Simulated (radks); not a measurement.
The mean radii <r> (bohr) of the occupied orbitals of an atom or ion are listed with their occupations. All-electron calculation, Dirac Kohn-Sham, PBE, spin-unpolarised, spherical densities, finite nucleus; Fermi nuclear charge, rms radius of each element as measured or else 0.836 A^(1/3) + 0.57 fm. Program: a radial shooting solver on a logarithmic mesh with Libxc functionals.

| orbital | occ. | <r> |
|---|---|---|
| 1s1/2 | 2 | 0.02781 |
| 2s1/2 | 2 | 0.1194 |
| 2p1/2 | 2 | 0.1008 |
| 2p3/2 | 4 | 0.1064 |
| 3s1/2 | 2 | 0.3218 |
| 3p1/2 | 2 | 0.3122 |
| 3p3/2 | 4 | 0.3236 |
| 3d3/2 | 4 | 0.2947 |
| 3d5/2 | 6 | 0.2983 |
| 4s1/2 | 2 | 0.7647 |
| 4p1/2 | 2 | 0.8016 |
| 4p3/2 | 4 | 0.8303 |
| 4d3/2 | 4 | 0.9649 |
| 4d5/2 | 6 | 0.9771 |
| 5s1/2 | 2 | 2.087 |
| 5p1/2 | 1.33333 | 2.584 |
| 5p3/2 | 2.66667 | 2.715 |

Name the element and its charge. Open shells, if any, are shared by 2j + 1.

Answer. Z = 52, tellurium, charge 0: Te in [Kr] 4d10 5s2 5p4. The 1s radius gives Z: for a bare nucleus <r> = (2 gamma + 1)/(2Z) with gamma = sqrt(1 - (Z/c)^2), 0.02741 bohr for Z = 52, and screening makes it slightly larger (0.02781 here). The occupations add up to 52, and the charge is Z minus that.
